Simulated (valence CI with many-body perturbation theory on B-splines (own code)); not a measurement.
E1 transitions of Dy LIII

Calculated by relativistic CI+MBPT: four valence electrons over a frozen Dirac-Fock core [Ne], radial functions for each j: 11 s, 11 p, 9 d, 7 f, 5 g, 2 h, 1 i, with the one-electron correlation potential Σ1 (screened to all orders), the two-electron term Σ2, the three-electron term Σ3, Breit, model QED; selected single and double excitations, second order for the rest (own B-spline code, finite nucleus).

The last digits are not significant, and no measured levels were compared; by estimate large intervals hold to a few tenths of a per cent, small ones and those within an open d or f shell to about a per cent.

Lines 151 to 200 of 231 in falling wavelength, among levels below 860.61 eV, chosen from the strongest by gf and those to the six lowest levels. Wavelengths and rates use the calculated energies. Electric multipoles are in the length gauge, E1 and E2 with the static RPA response of the core. Weak lines are less certain than strong ones. Lines between different terms over intervals too small for the method are left out, as are lines whose strength nearly cancels. The highest levels of a list are the least certain.

Levels are named by their leading jj configuration (3d3/2^4 stands for four electrons in 3d with j = 3/2), which in mixed levels can hold well under half, so a name can repeat and another be missing. Letters in brackets count levels of one name in rising energy.

```csv
λ vac (Å),Upper,Lower,A (s⁻¹),S (a.u.) with core polarisation,S without
32.49,(3s 3p1/2 3p3/2 3d3/2) J=3 [a],(3s 3p1/2^2 3p3/2) J=2,2.13e+10,2.52e-03,2.56e-03
32.48,(3s 3p1/2 3p3/2^2) J=1 [b],(3s^2 3p1/2 3p3/2) J=1,3.78e+11,1.92e-02,1.95e-02
32.41,(3s 3p1/2 3p3/2 3d5/2) J=2 [d],(3s^2 3p1/2 3d5/2) J=2,1.90e+11,1.59e-02,1.62e-02
32.35,(3s 3p1/2 3p3/2 3d3/2) J=2 [b],(3s 3p1/2^2 3p3/2) J=2,1.94e+11,1.62e-02,1.65e-02
32.35,(3s 3p1/2 3p3/2 3d3/2) J=2 [c],(3s 3p1/2^2 3p3/2) J=1,4.12e+10,3.44e-03,3.50e-03
32.02,(3s 3p3/2^3) J=1,(3s^2 3p3/2^2) J=2,1.44e+12,6.99e-02,7.10e-02
31.78,(3s 3p1/2 3p3/2 3d5/2) J=2 [a],(3s^2 3p1/2 3d3/2) J=2,3.33e+08,2.64e-05,2.68e-05
31.72,(3s 3p1/2 3p3/2 3d3/2) J=1 [d],(3s^2 3p1/2 3d3/2) J=2,1.31e+11,6.17e-03,6.27e-03
31.59,(3s 3p1/2 3p3/2 3d3/2) J=1 [b],(3s 3p1/2^2 3p3/2) J=1,3.07e+10,1.43e-03,1.46e-03
31.55,(3s 3p1/2 3p3/2 3d3/2) J=2 [d],(3s 3p1/2^2 3p3/2) J=1,2.39e+10,1.85e-03,1.88e-03
31.24,(3s 3p1/2 3p3/2 3d3/2) J=2 [e],(3s^2 3p1/2 3d3/2) J=2,4.38e+11,3.29e-02,3.35e-02
31.09,(3s 3p1/2 3p3/2 3d3/2) J=1 [c],(3s 3p1/2^2 3p3/2) J=1,8.42e+10,3.74e-03,3.80e-03
31.04,(3s 3p1/2 3p3/2 3d5/2) J=3 [a],(3s^2 3p1/2 3d3/2) J=2,9.60e+08,9.92e-05,1.01e-04
30.85,(3s 3p1/2 3p3/2 3d5/2) J=2 [c],(3s^2 3p1/2 3d3/2) J=1,3.93e+11,2.85e-02,2.89e-02
30.65,(3s^2 3d3/2^2) J=2,(3s^2 3p1/2 3d3/2) J=1,1.22e+12,8.64e-02,8.78e-02
30.38,(3s 3p1/2 3p3/2 3d3/2) J=2 [c],(3s 3p1/2^2 3p3/2) J=2,1.41e+11,9.76e-03,9.92e-03
30.35,(3s 3p1/2 3p3/2 3d5/2) J=3 [b],(3s^2 3p1/2 3d3/2) J=2,3.03e+09,2.93e-04,2.98e-04
30.31,(3s 3p1/2 3p3/2 3d5/2) J=1 [a],(3s^2 3p1/2 3d3/2) J=2,1.04e+10,4.31e-04,4.38e-04
30.30,(3s 3p1/2 3p3/2 3d5/2) J=2 [d],(3s^2 3p1/2 3d3/2) J=1,1.19e+11,8.14e-03,8.27e-03
30.05,(3s 3p1/2 3p3/2 3d5/2) J=2 [b],(3s^2 3p1/2 3d3/2) J=2,5.66e+09,3.79e-04,3.85e-04
30.04,(3s 3p1/2 3p3/2 3d3/2) J=3 [b],(3s 3p1/2^2 3p3/2) J=2,9.18e+11,8.60e-02,8.74e-02
29.98,(3s^2 3p3/2 3d3/2) J=3,(3s^2 3p1/2 3p3/2) J=2,1.03e+12,9.61e-02,9.76e-02
29.84,(3s^2 3p3/2 3d3/2) J=2,(3s^2 3p1/2 3p3/2) J=2,1.40e+12,9.16e-02,9.31e-02
29.83,(3s 3p1/2 3p3/2 3d5/2) J=2 [a],(3s 3p1/2^2 3p3/2) J=1,2.57e+08,1.68e-05,1.71e-05
29.78,(3s^2 3p3/2 3d3/2) J=1,(3s^2 3p1/2 3p3/2) J=2,1.65e+11,6.46e-03,6.57e-03
29.78,(3s 3p1/2 3p3/2 3d3/2) J=1 [d],(3s 3p1/2^2 3p3/2) J=1,1.25e+12,4.89e-02,4.97e-02
29.71,(3s 3p1/2 3p3/2 3d3/2) J=1 [b],(3s 3p1/2^2 3p3/2) J=2,1.04e+12,4.03e-02,4.10e-02
29.68,(3s 3p1/2 3p3/2 3d3/2) J=2 [d],(3s 3p1/2^2 3p3/2) J=2,1.26e+12,8.15e-02,8.28e-02
29.44,(3s 3p1/2 3p3/2 3d5/2) J=3 [c],(3s^2 3p1/2 3d3/2) J=2,3.12e+08,2.75e-05,2.80e-05
29.37,(3s 3p1/2 3p3/2 3d3/2) J=3 [c],(3s 3p1/2^2 3p3/2) J=2,2.53e+10,2.22e-03,2.25e-03
29.35,(3s 3p1/2 3p3/2 3d3/2) J=2 [e],(3s 3p1/2^2 3p3/2) J=1,6.32e+11,3.94e-02,4.01e-02
29.34,(3s 3p1/2 3p3/2 3d3/2) J=0 [b],(3s 3p1/2^2 3p3/2) J=1,9.39e+11,1.17e-02,1.19e-02
29.27,(3s^2 3p3/2 3d3/2) J=2,(3s^2 3p1/2 3p3/2) J=1,6.30e+11,3.90e-02,3.96e-02
29.27,(3s 3p1/2 3p3/2 3d3/2) J=1 [c],(3s 3p1/2^2 3p3/2) J=2,4.38e+10,1.62e-03,1.65e-03
29.21,(3s^2 3p3/2 3d3/2) J=1,(3s^2 3p1/2 3p3/2) J=1,1.45e+12,5.35e-02,5.44e-02
29.18,(3s^2 3d3/2^2) J=0,(3s^2 3p1/2 3d3/2) J=1,3.29e+12,4.03e-02,4.10e-02
29.13,(3s^2 3p1/2 3d3/2) J=1,(3s^2 3p1/2^2) J=0,1.96e+12,7.17e-02,7.28e-02
29.12,(3s^2 3p3/2 3d3/2) J=0,(3s^2 3p1/2 3p3/2) J=1,1.39e+12,1.70e-02,1.73e-02
29.12,(3s 3p1/2 3p3/2 3d5/2) J=1 [b],(3s^2 3p1/2 3d3/2) J=2,1.11e+09,4.05e-05,4.11e-05
28.54,(3s 3p1/2 3p3/2 3d5/2) J=1 [a],(3s 3p1/2^2 3p3/2) J=1,5.26e+11,1.81e-02,1.84e-02
28.42,(3s 3p1/2 3p3/2 3d5/2) J=1 [c],(3s^2 3p1/2 3d3/2) J=2,1.76e+09,5.97e-05,6.06e-05
28.33,(3s 3p1/2 3p3/2 3d5/2) J=3 [d],(3s^2 3p1/2 3d3/2) J=2,2.03e+08,1.59e-05,1.61e-05
28.30,(3s 3p1/2 3p3/2 3d5/2) J=2 [b],(3s 3p1/2^2 3p3/2) J=1,7.83e+10,4.38e-03,4.45e-03
28.29,(3s 3p1/2 3p3/2 3d5/2) J=2 [c],(3s^2 3p1/2 3d3/2) J=2,1.87e+11,1.04e-02,1.06e-02
28.15,(3s 3p1/2 3p3/2 3d5/2) J=2 [a],(3s 3p1/2^2 3p3/2) J=2,4.49e+10,2.47e-03,2.51e-03
28.12,(3s^2 3d3/2^2) J=2,(3s^2 3p1/2 3d3/2) J=2,8.93e+11,4.90e-02,4.98e-02
28.10,(3s 3p1/2 3p3/2 3d3/2) J=1 [d],(3s 3p1/2^2 3p3/2) J=2,1.54e+09,5.05e-05,5.13e-05
27.83,(3s 3p1/2 3p3/2 3d5/2) J=2 [d],(3s^2 3p1/2 3d3/2) J=2,3.94e+10,2.10e-03,2.13e-03
27.75,(3s^2 3p3/2 3d5/2) J=2,(3s^2 3p1/2 3p3/2) J=2,6.42e+09,3.39e-04,3.44e-04
27.72,(3s 3p1/2 3p3/2 3d3/2) J=2 [e],(3s 3p1/2^2 3p3/2) J=2,6.92e+10,3.64e-03,3.70e-03
```
